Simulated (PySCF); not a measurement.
A homologous series of growing length: n-germane mercapto/mercapto. Isolated molecules, 0 K electronic values unless said otherwise. One relaxed conformer stands for each flexible species; it need not be the lowest. Strings in code marks are SMILES. All members: neutral, multiplicity 1. Level: B3LYP-D3(BJ)/def2-TZVP // B3LYP-D3(BJ)/def2-SVP (PySCF). B3LYP has the VWN-RPA correlation part, as in Gaussian. Delta-SCF ions had no search for a lower state.  The removal energy is E(N − 1 electrons) − E(N electrons) at the parent's geometry; ε(HOMO) is measured against the vacuum level.

```tsv
species	−ε(HOMO) (eV)	vertical ionisation energy (Delta-SCF) (eV)
`[SH][GeH2][GeH2][GeH2][GeH2][GeH2][GeH2][SH]`	6.65	7.95
`[SH][GeH2][GeH2][GeH2][GeH2][SH]`	6.72	8.24
`[SH][GeH2][GeH2][GeH2][SH]`	6.76	withheld
`[SH][GeH2][GeH2][SH]`	6.81	8.67
`[SH][GeH2][SH]` (H–S–Ge–S torsion -140°, S–Ge–S–H torsion -140°)	7.11	9.25
```

**Question.** Fit vertical ionisation energy (Delta-SCF) = a + b·x to the 4 complete rows by least squares, with x = −ε(HOMO) in eV. Give a, b and the rms residual, and predict the withheld value.

**Answer.** Means of the 4 rows: x̄ = 6.8225, ȳ = 8.5275 eV. Σ(x − x̄)² = 0.12308 and Σ(x − x̄)(y − ȳ) = 0.33502, so b = 2.722 and a = ȳ − b·x̄ = -10.043 eV. The rms residual is 0.108 eV. At x = 6.76 the line gives 8.36 eV. The run for `[SH][GeH2][GeH2][GeH2][SH]` gave 8.43 eV, so the line is off by 0.07 eV, within twice the rms residual.

Codes: PySCF.
